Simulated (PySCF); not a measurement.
## Spinor energies of Cl³⁺ (chlorine, charge +3)

Start: [Ne] 3s1 3p2 4s1; 3s1/2 filled at m_j = +1/2; 3p3/2 filled at m_j = +1/2, +3/2; 4s1/2 filled at m_j = +1/2. Calculated with PySCF 2.14 in x2c-TZVPall-2c with one added diffuse shell each of s, p type (6s7p2d1f, 44 functions): generalised Hartree-Fock with the X2C-1e Hamiltonian and a Gaussian nucleus; one run each with spin-orbit coupling (SO) switched off, then screened by Boettger's factors. This is a chosen level, not necessarily the ground level.

```csv
spinor shell,electrons,"ε, spin-free (eV)","ε, screened SO (eV)",weight of nominal j (screened SO),"rms radius, screened SO (bohr)"
1s1/2,2,-2920.7,-2920.7,1.000,0.105
2s1/2,2,-344.45,-344.47,1.000,0.477
2p1/2,2,-273.95,-275.48,0.797,0.448
3s1/2,1,-77.562,-77.566,0.999,1.44
3p3/2,2,-60.108,-60.078,0.826,1.57
4s1/2,1,-26.194,-26.195,1.000,3.46
```

Q: Where does 2p3/2 lie, and what is the 2p spin-orbit splitting (screened SO)?

A: At -273.22 eV, 2.264 eV above 2p1/2.

| quantity | spin-free | screened SO |
| --- | --- | --- |
| E (hartree) | -456.90244 | -456.90106 |
| M_J | 3 | 3 |
| ⟨J²⟩ | 12.004 | 12.004 |
| ⟨L²⟩ | 2.004 | 2.005 |
| ⟨S²⟩ | 6.000 | 5.999 |

Each row is a mean over spinors that exchange with the open shell spreads, by up to 3.028 eV (2p3/2).

Rows whose weight is well below 1 are mixtures of j = l ± 1/2: exchange outweighs spin-orbit coupling there, and the label is only the starting occupation.

Without spin-orbit coupling the j labels of p, d and f shells carry no meaning; the spin-free column gives the mean over the occupied spinors of each nl shell.
